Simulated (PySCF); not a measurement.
Gas-phase equilibrium of 1 mol H₂O, 49 mol O₂ at 1800 K and 0.00133 bar, among 9 species (O₂, O, HO₂, H₂O, H, H₂O₂, O₃, H₂, OH). Only gases are allowed; each row takes one source of thermochemistry for all species, and Cantera finds the minimum.

Method: PySCF energies plus ideal-gas RRHO corrections (1 bar). Table values come from the NASA 1993 polynomials. † marks an energy on the PBE0/def2-TZVP geometry and frequencies; other levels use their own. MP2 freezes the core. 6-31G* has spherical d functions here. Open shells (unrestricted) among the columns below: O₂ (multiplicity 3), O (multiplicity 3, electronic degeneracy 9), H (multiplicity 2), OH (multiplicity 2, electronic degeneracy 4); the rest are closed-shell singlets. Spin-orbit splitting is ignored; it lowers the true energy and changes the entropy of O, OH. B3LYP is the form with VWN-RPA correlation. MP2 isn't extrapolated to the basis-set limit. The harmonic model lacks anharmonicity and excited electronic states, which grow with temperature; levels with a mode under 35 cm⁻¹ are left out. The table's entry may be an old estimate for OH (not checked at source).

Molecules larger than those listed are left out.

With table thermochemistry: O₂ 0.98, H₂O 0.019, O 0.0033, OH 0.0023, H₂ 2.8e-5, H 5.2e-5.

### Question
How far does the composition move with the other sources (B3LYP/6-31G*, MP2/def2-SVP†, MP2/def2-TZVPP†, r2SCAN/def2-TZVP†, LDA/def2-TZVP†, ωB97X-V/def2-TZVP†)?

### Answer
```csv
thermochemistry,x O₂,x H₂O,x O,x OH,x H₂,x H
table,0.98,0.019,0.0033,0.0023,2.8e-5,5.2e-5
B3LYP/6-31G*,0.98,0.016,0.0021,0.0034,0.0024,0.00049
MP2/def2-SVP†,0.97,0.019,0.0041,0.0016,0.00016,0.00062
MP2/def2-TZVPP†,0.98,0.019,0.0019,0.0011,2.2e-5,0.00011
r2SCAN/def2-TZVP†,0.98,0.018,0.0010,0.0032,0.00029,0.00023
LDA/def2-TZVP†,0.98,0.020,1.8e-6,6.8e-5,3.5e-5,3.7e-5
ωB97X-V/def2-TZVP†,0.98,0.018,0.0015,0.0026,0.00018,0.00018
```
The most sensitive of these is O: it spans a factor of 10^3.4 over these rows; at this temperature one factor of ten is RT ln 10 = 34 kJ/mol.
